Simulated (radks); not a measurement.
Species: Cd18+. Configuration: [Ar] 3d10 4s2. Calculated with a radial shooting solver on a logarithmic mesh with Libxc functionals: Dirac Kohn-Sham, PBE, spin-unpolarised, spherical densities, point nucleus.

Unscreened Slater integrals over Kohn-Sham orbitals (hartree). Large and small components are both included.

F0(4s1/2,4s1/2): 1.1711
F0(4s1/2,3d5/2): 1.4735
G2(4s1/2,3d5/2): 0.13747
F0(4s1/2,3d3/2): 1.4758
G2(4s1/2,3d3/2): 0.13643
F0(4s1/2,3p3/2): 1.4552
G1(4s1/2,3p3/2): 0.13971
F0(3d5/2,3d5/2): 2.7665
F2(3d5/2,3d5/2): 1.3880
F4(3d5/2,3d5/2): 0.88767
F0(3d5/2,3d3/2): 2.7804
F2(3d5/2,3d3/2): 1.3930
G2(3d5/2,3d3/2): 1.3850
G4(3d5/2,3d3/2): 0.88567
F0(3d5/2,3p3/2): 2.6218
F2(3d5/2,3p3/2): 1.2672
G1(3d5/2,3p3/2): 1.4352
G3(3d5/2,3p3/2): 0.92864
F0(3d3/2,3d3/2): 2.7946
F2(3d3/2,3d3/2): 1.3983
F0(3d3/2,3p3/2): 2.6331
F2(3d3/2,3p3/2): 1.2673
G1(3d3/2,3p3/2): 1.4281
G3(3d3/2,3p3/2): 0.92417
F0(3p3/2,3p3/2): 2.5352
F2(3p3/2,3p3/2): 1.2773
